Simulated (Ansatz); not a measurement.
Ideal-gas functions of `[SH2+][In-]([Cl])([Cl])[Cl]` at 600 K and 1 bar, from an Ansatz frequency run at PBE0-D4/def2-TZVP.

Molar mass 255.26 g/mol, point group Cs (symmetry number 1), electronic degeneracy 1, moments of inertia 520.893, 535.506, 577.441 u Å². Harmonic wavenumbers (cm⁻¹, unscaled): 26, 63, 70, 90, 91, 109, 180, 336, 372, 381, 447, 483, 1198, 2695, 2708.

Use S(trans) = R[1.5 ln M + 2.5 ln T − 1.1517]; rotational temperatures θ = 24.2544 K / I; S(rot) = R[ln(√π/σ · √(T³/θAθBθC)) + 1.5]; for each mode x = 1.438777 ν̃/T, S = R[x/(eˣ − 1) − ln(1 − e⁻ˣ)] and H = RT x/(eˣ − 1); 1 cm⁻¹ = 0.0119627 kJ/mol; R = 8.31446 J/(mol·K).

By hand: the entropy, in J/(mol·K).

Translation 192.5. Rotation: θ = 0.0466, 0.0453, 0.042 K, giving 135.8. Vibration, mode by mode: 31.39, 24.04, 23.16, 21.08, 20.99, 19.49, 15.36, 10.33, 9.53, 9.35, 8.12, 7.54, 1.92, 0.10, 0.09, in all 202.5. Electronic 0.0. Sum 530.8 J/(mol·K).

By hand: H − E and G − E in kJ/mol, counted from the electronic energy.

Zero-point energy ½ × 9249 × 0.0119627 = 55.3; thermal vibration 47.1; translation, rotation and pV give 4 RT = 20.0. H − E = 122.4 kJ/mol, and G − E = 122.4 − 600 × 530.8/1000 = -196.1 kJ/mol.

Vibration gives 38 % of the entropy, 140.1 J/(mol·K) of it from the modes under 150 cm⁻¹: soft modes count most, and the harmonic formula is weakest for them. The sum counts one conformer and one mirror image; others add a mixing term.
